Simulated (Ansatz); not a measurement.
Geometry optimisation, RKS PBE-D4/def2-SVP in Ansatz 0.2.0.

Input file:

```yaml
crystal:
  periodic: [false, false, false]
  atoms:
    - { symbol: Zr, position_ang: [0.0, 0.0, 0.0] }
    - { symbol: Cl, position_ang: [0.0, 0.0, 2.52] }
    - { symbol: "N", position_ang: [2.084, 0.0, -0.7359] }
    - { symbol: H, position_ang: [2.5823, -0.918, -0.9166] }
    - { symbol: H, position_ang: [2.5853, 0.918, -0.9082] }
    - { symbol: Cl, position_ang: [-1.1869, 2.0563, -0.8392] }
    - { symbol: "N", position_ang: [-1.0409, -1.8034, -0.7359] }
    - { symbol: H, position_ang: [-1.5759, -2.4197, -0.0595] }
    - { symbol: H, position_ang: [-1.0055, -2.0526, -1.7656] }
basis:
  gaussian: { orbitals: def2-SVP }
hamiltonian:
  xc: pbe
  dispersion: d4
relax:
  f_tol: 0.02
  max_steps: 40
output:
  orbitals: {}
```

Launched with:

```bash
$ ansatz run input.yaml --threads 2 --pin off --max-ram 3072MiB --backend cpu --events-out ev --progress --plain --runs-dir out
```

**Question.** Where does it end, and by what steps?

**Answer.** It converged. After 8 steps the energy has fallen by 1.183 eV; H8 moved furthest, 0.61 Å.

| step | energy less start (eV) | largest force component (eV/Å) | accepted |
| --- | --- | --- | --- |
| 0 | 0.0000 | 2.372 | yes |
| 1 | -1.0659 | 0.688 | yes |
| 2 | -1.1273 | 0.603 | yes |
| 3 | -1.1429 | 0.500 | yes |
| 4 | -1.1691 | 0.299 | yes |
| 5 | -1.1596 | 0.363 | no |
| 6 | -1.1794 | 0.052 | yes |
| 7 | -1.1808 | 0.235 | yes |
| 8 | -1.1827 | 0.010 | yes |

```xyz
9
Properties=species:S:1:pos:R:3
Zr -0.034 0.019 -0.027
Cl -0.043 0.077 2.352
N 1.885 -0.068 -0.658
H 2.351 -0.809 -1.192
H 2.567 0.681 -0.480
Cl -1.038 1.927 -1.033
N -0.881 -1.687 -0.687
H -0.981 -2.552 -0.140
H -1.383 -1.808 -1.576
```

Whether the end is a true minimum wasn't checked by a vibrational analysis.

The run took 33 s on 2 threads of Arm Neoverse V1 (shared host), peak memory 0.17 GiB.
